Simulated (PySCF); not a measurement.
Input for PySCF: R-B3LYP/6-31G* on H2O (SMILES O) with ghost functions, monomers drawn apart or pushed together.

```python
from pyscf import gto, scf, dft, mp
from pyscf.data.elements import chemcore

mol = gto.M(
    atom='''
    O    -0.71713349    0.58540542    0.45083050
    H    -0.62531740   -0.06651684    1.16799908
    H    -0.58808702    0.09518473   -0.36621523
    ghost-C    0.51104033    1.12241709    4.26103724
    ghost-C    0.35016834   -0.36688127    4.42939172
    ghost-C    0.70769091   -0.94388687    5.77622328
    ghost-O   -0.05362884   -1.07993295    3.53214389
    ghost-H    1.45600933    1.45949046    4.69167476
    ghost-H    0.44338508    1.40573324    3.21323467
    ghost-H   -0.28696160    1.62327280    4.81754041
    ghost-H    0.40398585   -1.98627764    5.83437102
    ghost-H    1.78918727   -0.87223840    5.92193398
    ghost-H    0.24169263   -0.36758818    6.57840948
    ''',
    basis='6-31g*',
    cart=True,
    charge=0, spin=0, verbose=3, max_memory=1800)
mf = dft.RKS(mol, xc='b3lyp')
mf.conv_tol = 1e-8
mf.max_cycle = 100
mf.kernel()
if not mf.converged:
    mf = mf.newton().run(mf.mo_coeff, mf.mo_occ)
```

Output:

```
converged SCF energy = -76.4095307379649
```

The calculation finished and met its thresholds.

Cost: about 5 core-seconds (a rough figure).
